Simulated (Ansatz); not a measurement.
Reaction (formal exchange of groups at the Se–C bond): `C[Se][SiH3]` + `O[SiH3]` → `O[SiH2][Se][SiH3]` + CH₄

Program: Ansatz. Geometries: PBE0-D4/def2-TZVP. ΔE: electronic, gas phase. CBS: MP2 limit from def2 TZ/QZ plus the TZ coupled-cluster correction, frozen cores. This one scheme is used for every species. Functionals use def2-TZVPP. B3LYP here is the variant with VWN-RPA as its local correlation; programs differ in this. For Se outer-core shells are correlated without core-valence functions, which leaves a few kJ/mol of doubt a bond. Scalar relativity is left out up to krypton. Each species was taken in one conformer, which may not be the lowest.

```tsv
level	ΔE (kJ/mol)	difference from CCSD(T)/CBS
PBE0-D4	-136.5	-3.0
ωB97M-V	-133.0	0.5
B2PLYP	-127.7	5.8
B3LYP	-124.5	9.0
SCS-MP2/def2-TZVPP	-125.8	7.7
CCSD/def2-TZVPP	-126.0	7.5
CCSD(T)/def2-TZVPP	-127.4	6.1
HF/def2-QZVPP	-122.0	11.5
SCS-MP2/def2-QZVPP	-128.8	4.7
MP2/CBS(def2)	-139.1	-5.6
CCSD(T)/CBS	-133.5	0
```

Largest T1 diagnostic among the species: 0.011.

The D4 term adds −6.2 kJ/mol with B3LYP and −3.5 kJ/mol with PBE0; it sums over pairs of atoms, weighted by their polarisabilities, and B3LYP, whose exchange is more repulsive, gets the larger term. In def2-TZVPP, CCSD(T) changes the Hartree–Fock value by −4.7 kJ/mol (the triples alone add −1.4 kJ/mol) and MP2 by −10.3 kJ/mol.
